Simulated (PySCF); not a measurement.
Simulated P 2p region for `C[NH][GeH2][PH2]`, binding energy against the vacuum level.

Every computed line was given a Gaussian of 0.4 eV full width at half maximum and an area set by the number of equivalent atoms (split 2:1 within a doublet); the highest printed point is 100. Method: delta-SCF UKS SCAN, pcX-2 on the ionised atom, pcseg-1 elsewhere, spin-free X2C in PySCF.

binding energy (eV), intensity and a bar:
```
    135.5          1 
    135.6          5 ##
    135.7         18 #####
    135.8         45 ##############
    135.9         80 ########################
    136.0        100 ##############################
    136.1         88 ##########################
    136.2         55 #################
    136.3         24 #######
    136.4          8 ##
    136.5          5 #
    136.6         10 ###
    136.7         24 #######
    136.8         41 ############
    136.9         50 ###############
    137.0         43 #############
    137.1         26 ########
    137.2         11 ###
    137.3          3 #
    137.4          1 
    137.5          0
```

Question: Count the maxima, the lines and the sites behind this envelope.

Answer: The curve has 2 maxima (at 136.0 and 136.9 eV). Under it lie 2 lines from 1 inequivalent phosphorus site, drawn as a 2p3/2, 2p1/2 pair.

Question: Decompose the envelope and assign each component. Numbering: `[CH3:1][NH:2][GeH2:3][PH2:4]`.

Answer: 
```csv
position (eV),relative area,line,atoms,environment
136.01,0.67,P 2p3/2,P4,three-coordinate phosphorus
136.91,0.33,P 2p1/2,P4,three-coordinate phosphorus
```

The curve has no shake-up lines and no vibrational structure. The 2p values add to the ΔSCF energy of one spin-free hole a correction within the shell (spin–orbit coupling, ligand field). 2p1/2 minus 2p3/2 (ligand field included): P 0.89 eV. The structure is a single PBE0-D3(BJ)/def2-SVP conformer in the gas phase; no vibrational or solvent corrections.

Conformer computed: `[CH3:1][NH:2][GeH2:3][PH2:4]`: C1–N2–Ge3–P4 62°, H–P4–Ge3–N2 -77°, H–P4–Ge3–N2 -170°.
